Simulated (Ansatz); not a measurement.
Reactions of H4OSSn (`[OH][SnH2][SH]`).

Isolated molecules relaxed with PBE0-D4/def2-TZVP in Ansatz; ΔE leaves out vibrations. CCSD(T)/CBS is the MP2 limit (def2-TZVPP, def2-QZVPP) plus CCSD(T) − MP2 in def2-TZVPP, frozen cores. This one scheme is used for every species, atoms too. DFT in def2-TZVPP. No spin–orbit coupling; open shells (•) take unrestricted orbitals. Spin–orbit coupling would lower the free atoms: a little for O, S; strongly for Sn. Elements past krypton have def2 core potentials. Bonds to Br, Se, Sn are less sure, by a few kJ/mol each and by 10 to 20 or more in all where they break to atoms, as the def2 sets lack core-valence functions. Scalar relativity is left out up to krypton. One conformer a species, not always the lowest.

```tsv
reaction	CCSD(T)/CBS(def2) (kJ/mol)
`[OH][SnH2][SH]` + HCl → `[OH][SnH2][Cl]` + H₂S	-30
`[OH][SnH2][SH]` → 4 H• + O• + S• + Sn•	1984
`[OH][SnH2][SH]` + HCl → `[SH][SnH2][Cl]` + H₂O	-71
`[OH][SnH2][SH]` + SiH₄ → `[SiH3][SnH2][SH]` + H₂O	-5
`[OH][SnH2][SH]` + H₂ → `[OH][SnH3]` + H₂S	?
`[OH][SnH2][SH]` + H₂Se → `[OH][SnH2][SeH]` + H₂S	-19
`[OH][SnH2][SH]` → `[SH]`• + `[OH][SnH2]`•	?
`[OH][SnH2][SH]` + CH₃OH → `C[O][SnH2][SH]` + H₂O	3
`[OH][SnH2][SH]` + HBr → `[OH][SnH2][Br]` + H₂S	?
`[OH][SnH2][SH]` + `O[SiH3]` → `[OH][SnH2][O][SiH3]` + H₂S	18
```

(1) Fill in the missing values. (An estimate is asked.)

Largest T1 diagnostic: 0.017, for `[OH][SnH2]`•.

Answers

(1) Ansatz gave: `[OH][SnH2][SH]` + H₂ → `[OH][SnH3]` + H₂S: +55.1 kJ/mol; `[OH][SnH2][SH]` → `[SH]`• + `[OH][SnH2]`•: +334.0 kJ/mol; `[OH][SnH2][SH]` + HBr → `[OH][SnH2][Br]` + H₂S: -44.7 kJ/mol.
